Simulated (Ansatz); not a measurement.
GeO₂⁺. Total charge 1; doublet. Geometry PBE0-D4/def2-TZVP, that of the neutral singlet; atoms count from 1.

Cartesian coordinates in Å:
```
Ge 0.000 0.000 0.001
O 0.890 -1.321 -0.254
O -0.890 1.321 0.253
```

The structure comes from a short search, and lower isomers may exist.

Q: Estimate the Mulliken populations from the PBE0/def2-TZVP orbitals of Ansatz.

A: 
```csv
atom,charge (e),spin (α − β)
Ge1,1.16,-0.25
O2,-0.08,0.63
O3,-0.08,0.63
```
Mulliken values and Mayer orders depend strongly on the basis.

Q: Where does the spin sit?

A: Summed by element: Ge -0.25, O 1.25, of 1 unpaired in all. Largest on single atoms: O2 0.63, O3 0.63, Ge1 -0.25.

Q: And the Mayer bond orders between bonded heavy atoms (over 0.3)?

A: Ge1–O2 1.85 (1.61 Å); Ge1–O3 1.85 (1.61 Å). Values over 0.3 also appear between atoms too far apart for a bond (O2–O3 0.31 at 3.23 Å); they arise where an orbital or an unpaired electron spreads over both atoms.
